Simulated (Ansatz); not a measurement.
A CCSD(T) single point on C₂H₅GeN (`[CH3][GeH]1[CH]=[N]1`).

```yaml
crystal:
  periodic: [false, false, false]
  atoms:
    - {symbol: C, position_ang: [-0.751295, 0.757549, -1.002389]}
    - {symbol: Ge, position_ang: [-0.049931, -0.725232, 0.033952]}
    - {symbol: C, position_ang: [0.879868, -0.439294, 1.649555]}
    - {symbol: N, position_ang: [1.740739, -0.294269, 0.754458]}
    - {symbol: H, position_ang: [-0.282248, 0.781015, -1.986479]}
    - {symbol: H, position_ang: [-0.527229, 1.684837, -0.475567]}
    - {symbol: H, position_ang: [-1.831053, 0.668384, -1.123539]}
    - {symbol: H, position_ang: [-0.009445, -2.111446, -0.606715]}
    - {symbol: H, position_ang: [0.919194, -0.367942, 2.739624]}
basis:
  gaussian: {orbitals: def2-TZVPP}
correlation: {method: ccsd_t}
output: {orbitals: {seedname: orbitals}}
```

```sh
$ ansatz run in.yaml --threads 2 --pin off --events-out ev --progress --plain --max-ram 4352MiB
```

The program prints (abridged):

```
Functional definition: HF
1269 factors; integrals over basis functions are off by at most 1.2e-3 eV
mean field evaluation 1: about -60090.4368 eV, gradient 3.9e1 eV
mean field evaluation 2: about -60090.6432 eV, gradient 3.9e1 eV
mean field evaluation 4: about -60094.4673 eV, gradient 5.3e0 eV
mean field evaluation 8: about -60094.5624 eV, gradient 3.6e-1 eV
mean field evaluation 16: about -60094.5644 eV, gradient 1.1e-6 eV
mean field -60094.56441181 eV, -2208.4345085751 hartree, gradient 1.1e-6 eV, S^2 0.000000; 0 other end points of the search recorded, 0 dependent functions left out
12 core orbitals not correlated: weight in the atoms' cores, before any rotation towards them, 1.000 or more for the frozen orbitals, at most 0.000 for the correlated occupied ones
reference -60094.56441181 eV, -2208.4345085751 hartree; 16, 16 occupied and 183, 183 virtual orbitals, 1269 factors
second order -21.54564972 eV of doubles, -0.00000000 eV of singles
cycle   1  -21.23973871 eV  change    3.1e-1 eV  update   1.2e-1
cycle   2  -21.91961715 eV  change   -6.8e-1 eV  update   3.9e-2
cycle   3  -22.06614552 eV  change   -1.5e-1 eV  update   2.1e-2
cycle   4  -22.05346031 eV  change    1.3e-2 eV  update   6.4e-3
cycle   5  -22.05413276 eV  change   -6.7e-4 eV  update   4.0e-3
cycle   6  -22.05516512 eV  change   -1.0e-3 eV  update   1.3e-3
cycle   7  -22.05467247 eV  change    4.9e-4 eV  update   5.7e-4
cycle   8  -22.05462488 eV  change    4.8e-5 eV  update   1.8e-4
cycle   9  -22.05462694 eV  change   -2.1e-6 eV  update   6.4e-5
cycle  10  -22.05459453 eV  change    3.2e-5 eV  update   2.2e-5
perturbative correction -1.06019405 eV, -0.0389614126 hartree
Total energy: -60117.67920038 eV, -2209.2839613875 hartree
```

It took 85 s on 2 threads of an Intel Xeon Platinum 8375C on a shared host, with 3 GiB of host memory at the peak.

The correlation energy is -23.115 eV, 4.6 % of it from (T); the T1 diagnostic reads 0.0145.
